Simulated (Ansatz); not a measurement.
Start from `[AlH2][CH]1O[SiH2][SiH2]1` and change one atom or group to get `SC1O[SiH2][SiH2]1`.

Ansatz, PBE0-D4/def2-TZVP geometries, multiplicity 1. Each molecule was computed in one conformer, which needn't be the lowest.

```csv
property,`[AlH2][CH]1O[SiH2][SiH2]1`
LUMO energy (PBE0/def2-TZVPP) / eV,-1.47
HOMO energy (B3LYP/def2-TZVPP) / eV,-6.83
HOMO energy (PBE0/def2-TZVPP) / eV,-7.03
size of the dipole moment (PBE/def2-TZVPP) / D,1.12
size of the dipole moment (B3LYP/def2-TZVPP) / D,1.24
HOMO energy (PBE/def2-TZVPP) / eV,-5.84
```

Problem. Give the same properties after the change, and the shifts. (Estimate.)

Solution. Computed: 
| property | `SC1O[SiH2][SiH2]1` | shift |
| --- | --- | --- |
| LUMO energy (PBE0/def2-TZVPP) / eV | -0.48 | 0.99 |
| HOMO energy (B3LYP/def2-TZVPP) / eV | -6.94 | -0.11 |
| HOMO energy (PBE0/def2-TZVPP) / eV | -7.19 | -0.16 |
| size of the dipole moment (PBE/def2-TZVPP) / D | 1.14 | 0.02 |
| size of the dipole moment (B3LYP/def2-TZVPP) / D | 1.29 | 0.05 |
| HOMO energy (PBE/def2-TZVPP) / eV | -5.96 | -0.12 |

With PBE0 the HOMO falls by 0.16 eV and the LUMO rises by 0.99 eV, so the gap widens by about 1.15 eV. PBE moves the HOMO by -0.12 eV and ωB97M-V by -0.28 eV. Dipoles are sizes alone; their direction can turn.

B3LYP here is the variant with VWN-RPA as its local correlation; programs differ in this.
